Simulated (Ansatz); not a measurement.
Molecule: dibromo(dimethoxy)silane, C2H6Br2O2Si (charge 0, singlet). 
Coordinates optimised at B3LYP-D3(BJ)/def2-TZVP (Ansatz, a quantum-chemistry and plane-wave program):
```
Si
O 1 1.6203
C 2 1.4272 1 125.25
H 3 1.0882 2 107.38 1 175.52
H 3 1.0915 4 109.37 2 -119.95
H 3 1.0922 4 109.33 5 -119.48
O 1 1.6203 2 113.64 3 -64.24
C 7 1.4272 1 125.25 2 -64.24
H 8 1.0882 7 107.38 1 175.52
H 8 1.0915 9 109.37 7 -119.95
H 8 1.0922 9 109.33 10 -119.48
Br 1 2.2141 2 110.72 3 54.08
Br 1 2.2141 2 105.35 3 174.38
```

Property: atomisation energy (electronic, to ground-state atoms), in kcal/mol. Correlated levels leave the core frozen unless marked. UHF or UKS for open shells. Spin-orbit coupling is left out. The frozen core is the preceding noble-gas configuration, with the filled d and f shells of earlier blocks. Non-relativistic. The coupled-cluster limit lacks core correlation, which all-electron functionals hold. Basis-set limits of correlation are two-point, X^-3; Hartree-Fock from the larger set.

```json
[
 {"level": "revPBE-D4/def2-TZVPD", "program": "Ansatz + dftd4", "atomisation energy (kcal/mol)": "1164.9"},
 {"level": "PBE0/6-31G*", "program": "Ansatz", "atomisation energy (kcal/mol)": "1158.0"},
 {"level": "r2SCAN0-D4/def2-TZVPD", "program": "Ansatz + dftd4", "atomisation energy (kcal/mol)": "1160.9"},
 {"level": "CAM-B3LYP/def2-TZVPD", "program": "Ansatz", "atomisation energy (kcal/mol)": "1167.6"},
 {"level": "RI-MP2/CBS(def2-TZVPP,def2-QZVPP)", "program": "Ansatz", "atomisation energy (kcal/mol)": "1207.2"}
]
```

Problem. Estimate the value at CCSD(T)/CBS(def2-TZVPP,def2-QZVPP) as computed with Ansatz.

Solution. 1179.0 kcal/mol, so RI-MP2/CBS(def2-TZVPP,def2-QZVPP) differs from it by 28.2 kcal/mol.
